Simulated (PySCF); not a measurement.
# Excitation energy of Mg⁺ by level of theory

Mg⁺ [Ne] 3s1 (2S) → Mg⁺ [Ne] 3p1 (2P), as a difference of total energies. All numbers are calculated (PySCF 2.14, scalar relativity by spin-free X2C-1e, in aug-cc-pVDZ-DK (5s4p2d, 27 functions)). The calculations carry no spin-orbit coupling.

Task: Order these methods by the excitation energy they give, lowest first.
A. LDA
B. UHF
C. r2SCAN
D. r2SCAN0

Result: C (32624 cm⁻¹), D (33457 cm⁻¹), A (33882 cm⁻¹), B (34714 cm⁻¹).

For comparison: 35730 cm⁻¹ (measured; NIST levels, between the centres of gravity of the two terms).
